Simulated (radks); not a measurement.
Results of a calculation; reference values are marked as such.
Initial-state core-level shifts of the lanthanum ion La+ when its valence configuration changes from [Xe] 5d2. Code: a radial shooting solver on a logarithmic mesh with Libxc functionals. Model: Dirac Kohn-Sham, PBEsol, spin-unpolarised, spherical densities, point nucleus; open shells fill j = l - 1/2 first. Shifts are changes of the shell-averaged eigenvalues in eV (positive: less bound).

valence,3p,3d,4p,5p
4f1 5d1,+7.364,+7.265,+6.658,+2.345
5d1 6s1,-2.252,-2.261,-2.223,-1.947
4f1 6s1,+5.579,+5.469,+4.863,+0.624
4f0.5 5d1.5,+4.050,+3.996,+3.632,+1.251
4f0.5 5d1 6s0.5,+3.042,+2.984,+2.629,+0.338
6s2,-4.715,-4.736,-4.638,-3.991
5d1.5 6p0.5,-1.585,-1.589,-1.572,-1.427
4f0.5 5d0.5 6p1,+0.999,+0.935,+0.594,-1.544
5d1 6p1,-3.220,-3.229,-3.188,-2.865
